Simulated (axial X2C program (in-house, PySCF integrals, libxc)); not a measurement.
**A run on CoOCo without results**

A two-component calculation with an axial X2C code built on PySCF integrals.

Input and command:
```json
{"zs": [27, 8, 27], "q": 0, "bas": ["dyall-v3z", "dyall-av3z", "dyall-v3z"], "r0": [1.74, 1.74], "symm": 1, "scan": ["PBE0", "HF", "r2SCAN"], "levels": ["PBE0", "HF", "PBE"], "nst": 2}
```
```bash
python solin.py task.json out
```

Keys: zs atomic numbers; q charge; bas basis sets; r0 starting distance in Å; symm equal bonds; scan levels of the two-bond scan; levels methods; nst determinants followed.

Outcome:

The PBE0 geometry search stopped without converging.
